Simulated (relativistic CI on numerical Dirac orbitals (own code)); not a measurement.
## Ag⁴⁶⁺: sensitivity of the levels to the model

Base calculation: Dirac-Coulomb-Breit CI, orbitals from a KLI potential per configuration, model QED (radiative potential, 1s self-energy scaled to tabulated hydrogen-like ionisation energies).

CI space: 1s, 2s, 2p, 3s, 3p, 3d, 4s, 4p, 4d, 4f, 5s, 5p, 5d, 5f, 5g, 6s, 6p, 6d. Levels of other configurations are missing.

Variants: (1) QED terms removed; (2) non-relativistic limit. Shifts of the energy above 1s 2S_1/2, in eV, for the lowest level and the first level of each name with at least 55 % of one term (blank where a level changes its place among those of its configuration and J or its character, or is not in the variant):

```csv
Level,Base,Δ(1),Δ(2)
1s 2S_1/2,0.0,0.0,0.0
2p 2P°_1/2,23157.5,+27.6,-617.0
2s 2S_1/2,23161.9,+23.4,-621.4
2p 2P°_3/2,23396.5,+27.2,-856.0
3p 2P°_1/2,27522.2,+27.7,-807.5
3s 2S_1/2,27523.5,+26.5,-808.8
3d 2D_3/2,27593.1,+27.7,-878.3
3p 2P°_3/2,27593.2,+27.6,-878.5
3d 2D_5/2,27615.4,+27.7,-900.6
4p 2P°_1/2,29040.0,+27.7,-864.2
4s 2S_1/2,29040.5,+27.2,-864.8
4d 2D_3/2,29069.8,+27.7,-894.0
4p 2P°_3/2,29069.9,+27.7,-894.1
4f 2F°_5/2,29079.2,+27.7,-903.5
4d 2D_5/2,29079.2,+27.7,-903.5
4f 2F°_7/2,29083.9,+27.7,-908.1
5p 2P°_1/2,29738.3,+27.7,-886.3
5s 2S_1/2,29738.6,+27.5,-886.6
5d 2D_3/2,29753.5,+27.7,-901.5
5p 2P°_3/2,29753.5,+27.7,-901.6
5f 2F°_5/2,29758.3,+27.7,-906.4
5d 2D_5/2,29758.3,+27.7,-906.4
```
